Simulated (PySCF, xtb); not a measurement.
(3R,4R)-3,4-difluorocyclobutene (C4H4F2), SMILES F[C@@H]1C=C[C@H]1F.

GFN2-xTB run with xtb 6.7.1 at its own geometry gives an orbital gap of 5.12 eV and a dipole moment of 2.16 D.

The structure is a stationary point at PBE-D3(BJ)/def2-SVP.

**Question.** What does PBE0/def2-TZVP (PySCF) give? (An estimate is asked for; the answer gives what the named calculation found.)

**Answer.** gap 7.59 eV (levels -8.37 and -0.78 eV), dipole 2.02 D.
